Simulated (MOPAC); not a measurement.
MOPAC input (MNDO):

```
MNDO 1SCF CHARGE=-1 GEO-OK AUX(PRECISION=9) THREADS=1
C2H5F2Ge

C     1.74758100 1    0.10306200 1   -0.94485800 1
Ge    0.11109300 1    0.01195800 1   -0.08683100 1
C    -1.77762500 1    0.22992800 1   -0.69627000 1
F    -0.11231800 1   -1.57415100 1    0.72989800 1
F     0.02560800 1    1.17163200 1    1.28450100 1
H     1.84876300 1   -0.67022700 1   -1.70979500 1
H     1.93761300 1    1.09856900 1   -1.35252800 1
H    -1.91586300 1    1.22792100 1   -1.11730600 1
H    -2.00310500 1   -0.50885400 1   -1.46810500 1
H    -2.46172700 1    0.09466800 1    0.14351900 1
```

Output:

```
 *******************************************************************************
 **                                                                           **
 **                              MOPAC v23.2.5                                **
 **                                                                           **
 *******************************************************************************
 ** MOPAC's Digital Object Identifier: https://doi.org/10.5281/zenodo.6511958 **
 **                                                                           **
 ** Please cite the open-source release paper for use of this MOPAC version:  **
 ** J. E. Moussa and J. J. P. Stewart (2026)                                  **
 ** MOPAC: An open-source semiempirical molecular orbital program             **
 ** J. Open Source Softw., 11(119), 8025, https://doi.org/10.21105/joss.08025 **
 *******************************************************************************

                              MNDO CALCULATION RESULTS

 *******************************************************************************
 *  MNDO       - The MNDO Hamiltonian to be used
 *  GEO-OK     - OVERRIDE INTERATOMIC DISTANCE AND OTHER SAFETY CHECKS
 *
 *
 *
 *                 CHARGE ON SYSTEM = -1
 *
 *
 *
 *  1SCF       - DO 1 SCF AND THEN STOP
 *  AUX        - OUTPUT AUXILIARY INFORMATION
 *******************************************************************************
MNDO 1SCF CHARGE=-1 GEO-OK AUX(PRECISION=9) THREADS=1
 C2H5F2Ge

   ATOM   CHEMICAL          X               Y               Z
  NUMBER   SYMBOL      (ANGSTROMS)     (ANGSTROMS)     (ANGSTROMS)

     1       C          1.74758100  *   0.10306200  *  -0.94485800  *
     2      Ge          0.11109300  *   0.01195800  *  -0.08683100  *
     3       C         -1.77762500  *   0.22992800  *  -0.69627000  *
     4       F         -0.11231800  *  -1.57415100  *   0.72989800  *
     5       F          0.02560800  *   1.17163200  *   1.28450100  *
     6       H          1.84876300  *  -0.67022700  *  -1.70979500  *
     7       H          1.93761300  *   1.09856900  *  -1.35252800  *
     8       H         -1.91586300  *   1.22792100  *  -1.11730600  *
     9       H         -2.00310500  *  -0.50885400  *  -1.46810500  *
    10       H         -2.46172700  *   0.09466800  *   0.14351900  *

          CARTESIAN COORDINATES

    NO.       ATOM           X           Y           Z

     1         C          1.7476      0.1031     -0.9449
     2        Ge          0.1111      0.0120     -0.0868
     3         C         -1.7776      0.2299     -0.6963
     4         F         -0.1123     -1.5742      0.7299
     5         F          0.0256      1.1716      1.2845
     6         H          1.8488     -0.6702     -1.7098
     7         H          1.9376      1.0986     -1.3525
     8         H         -1.9159      1.2279     -1.1173
     9         H         -2.0031     -0.5089     -1.4681
    10         H         -2.4617      0.0947      0.1435

  H: (MNDO): M.J.S. DEWAR, W. THIEL, J. AM. CHEM. SOC., 99, 4899, (1977)
  C: (MNDO): M.J.S. DEWAR, W. THIEL, J. AM. CHEM. SOC., 99, 4899, (1977)
  F: (MNDO): M.J.S. DEWAR, H.S. RZEPA, J. AM. CHEM. SOC., 100, 777, (1978)
 Ge: (MNDO): M.J.S.DEWAR, G.L.GRADY, E.F.HEALY,ORGANOMETALLICS 6 186-189 (1987)

           Empirical Formula: C2 H5 Ge F2  =    10 atoms

      MOLECULAR POINT GROUP   :   Cs

      RHF CALCULATION, NO. OF DOUBLY OCCUPIED LEVELS = 16

 -------------------------------------------------------------------------------
 MNDO 1SCF CHARGE=-1 GEO-OK AUX(PRECISION=9) THREADS=1
 C2H5F2Ge

     1SCF WAS SPECIFIED, SO BFGS WAS NOT USED
     SCF FIELD WAS ACHIEVED

                              MNDO CALCULATION
                                                       MOPAC v23.2.5 Linux

          FINAL HEAT OF FORMATION =       -122.52382 KCAL/MOL =    -512.63965 KJ/MOL

          COSMO AREA              =        125.40 SQUARE ANGSTROMS
          COSMO VOLUME            =        114.93 CUBIC ANGSTROMS

          IONIZATION POTENTIAL    =          1.431687 EV
          HOMO LUMO ENERGIES (EV) =         -1.432  6.245
          NO. OF FILLED LEVELS    =         16
          MOLECULAR WEIGHT        =        139.6483         POINT GROUP:  Cs

          MOLECULAR DIMENSIONS (Angstroms)

            Atom       Atom       Distance
            H    10    H     7     4.75396
            H     8    F     4     3.77764
            F     5    H     9     3.44395

          SCF CALCULATIONS        =          1

   ATOM   CHEMICAL          X               Y               Z
  NUMBER   SYMBOL      (ANGSTROMS)     (ANGSTROMS)     (ANGSTROMS)

     1       C          1.74758100  *   0.10306200  *  -0.94485800  *
     2      Ge          0.11109300  *   0.01195800  *  -0.08683100  *
     3       C         -1.77762500  *   0.22992800  *  -0.69627000  *
     4       F         -0.11231800  *  -1.57415100  *   0.72989800  *
     5       F          0.02560800  *   1.17163200  *   1.28450100  *
     6       H          1.84876300  *  -0.67022700  *  -1.70979500  *
     7       H          1.93761300  *   1.09856900  *  -1.35252800  *
     8       H         -1.91586300  *   1.22792100  *  -1.11730600  *
     9       H         -2.00310500  *  -0.50885400  *  -1.46810500  *
    10       H         -2.46172700  *   0.09466800  *   0.14351900  *

                             CARTESIAN COORDINATES

   1    C        1.747581000     0.103062000    -0.944858000
   2   Ge        0.111093000     0.011958000    -0.086831000
   3    C       -1.777625000     0.229928000    -0.696270000
   4    F       -0.112318000    -1.574151000     0.729898000
   5    F        0.025608000     1.171632000     1.284501000
   6    H        1.848763000    -0.670227000    -1.709795000
   7    H        1.937613000     1.098569000    -1.352528000
   8    H       -1.915863000     1.227921000    -1.117306000
   9    H       -2.003105000    -0.508854000    -1.468105000
  10    H       -2.461727000     0.094668000     0.143519000

           Empirical Formula: C2 H5 Ge F2  =    10 atoms

      MOLECULAR POINT GROUP   :   Cs

                  EIGENVALUES
 -37.25324 -34.95501 -26.15694 -21.41780 -10.81415 -10.65667 -10.10777 -10.06606
  -9.84348  -9.34706  -9.30069  -9.26288  -7.32959  -7.17681  -5.59318  -1.43169
   6.24508   7.66737   7.99280   8.29013   8.38648   8.94630   9.88217  11.29670
  12.21989

              NET ATOMIC CHARGES AND DIPOLE CONTRIBUTIONS

  ATOM NO.   TYPE          CHARGE      No. of ELECS.   s-Pop       p-Pop
    1          C          -0.946137        4.9461     1.31723     3.62891
    2         Ge           1.705994        2.2940     0.74285     1.55115
    3          C          -0.398274        4.3983     1.27468     3.12360
    4          F          -0.603159        7.6032     1.89483     5.70833
    5          F          -0.603159        7.6032     1.89483     5.70833
    6          H          -0.048363        1.0484     1.04836
    7          H          -0.048363        1.0484     1.04836
    8          H          -0.024143        1.0241     1.02414
    9          H          -0.024143        1.0241     1.02414
   10          H          -0.010252        1.0103     1.01025
 DIPOLE           X         Y         Z       TOTAL
 POINT-CHG.    -3.565     0.116     0.313     3.581
 HYBRID        -1.503     0.191    -0.572     1.620
 SUM           -5.069     0.307    -0.259     5.084

          ATOMIC ORBITAL ELECTRON POPULATIONS

     Atom    s        px        py        pz
    1  C   1.31723   1.41117   0.88641   1.33133
    2 Ge   0.74285   0.63578   0.38404   0.53133
    3  C   1.27468   1.26864   0.90738   0.94759
    4  F   1.89483   1.98030   1.79798   1.93006
    5  F   1.89483   1.98459   1.88328   1.84046
    6  H   1.04836
    7  H   1.04836
    8  H   1.02414
    9  H   1.02414
   10  H   1.01025

 **********************
 *                    *
 * JOB ENDED NORMALLY *
 *                    *
 **********************

 == MOPAC DONE ==
```

The dipole moment of an ion depends on the origin.

The geometry given is a B3LYP-D3(BJ)/def2-TZVP minimum.
